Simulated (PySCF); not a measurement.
Radial density of Fe (iron, neutral)

UHF, [Ar] 3d7 4s1, high-spin 5F determinant (an excited configuration). All numbers are calculated (PySCF 2.14, the non-relativistic Hamiltonian (point nucleus), in aug-cc-pVTZ).

```json
{"r (bohr)": "0.00104", "4πr²ρ (e/bohr)": "0.1526", "4πr²(ρα − ρβ)": "0.0000"}
{"r (bohr)": "0.00175", "4πr²ρ (e/bohr)": "0.4160", "4πr²(ρα − ρβ)": "0.0001"}
{"r (bohr)": "0.00294", "4πr²ρ (e/bohr)": "1.106", "4πr²(ρα − ρβ)": "0.0002"}
{"r (bohr)": "0.00494", "4πr²ρ (e/bohr)": "2.821", "4πr²(ρα − ρβ)": "0.0006"}
{"r (bohr)": "0.00830", "4πr²ρ (e/bohr)": "6.702", "4πr²(ρα − ρβ)": "0.0014"}
{"r (bohr)": "0.0140", "4πr²ρ (e/bohr)": "14.14", "4πr²(ρα − ρβ)": "0.0030"}
{"r (bohr)": "0.0235", "4πr²ρ (e/bohr)": "24.53", "4πr²(ρα − ρβ)": "0.0047"}
{"r (bohr)": "0.0395", "4πr²ρ (e/bohr)": "31.11", "4πr²(ρα − ρβ)": "0.0045"}
{"r (bohr)": "0.0665", "4πr²ρ (e/bohr)": "26.76", "4πr²(ρα − ρβ)": "0.0027"}
{"r (bohr)": "0.112", "4πr²ρ (e/bohr)": "25.87", "4πr²(ρα − ρβ)": "0.0273"}
{"r (bohr)": "0.188", "4πr²ρ (e/bohr)": "34.78", "4πr²(ρα − ρβ)": "0.1915"}
{"r (bohr)": "0.316", "4πr²ρ (e/bohr)": "20.13", "4πr²(ρα − ρβ)": "0.8727"}
{"r (bohr)": "0.532", "4πr²ρ (e/bohr)": "14.27", "4πr²(ρα − ρβ)": "2.2599"}
{"r (bohr)": "0.895", "4πr²ρ (e/bohr)": "14.54", "4πr²(ρα − ρβ)": "2.4136"}
{"r (bohr)": "1.51", "4πr²ρ (e/bohr)": "4.188", "4πr²(ρα − ρβ)": "1.1587"}
{"r (bohr)": "2.53", "4πr²ρ (e/bohr)": "0.8932", "4πr²(ρα − ρβ)": "0.4988"}
{"r (bohr)": "4.26", "4πr²ρ (e/bohr)": "0.2324", "4πr²(ρα − ρβ)": "0.1996"}
{"r (bohr)": "7.16", "4πr²ρ (e/bohr)": "0.02023", "4πr²(ρα − ρβ)": "0.0197"}
{"r (bohr)": "12.0", "4πr²ρ (e/bohr)": "0.0001327", "4πr²(ρα − ρβ)": "0.0001"}
```
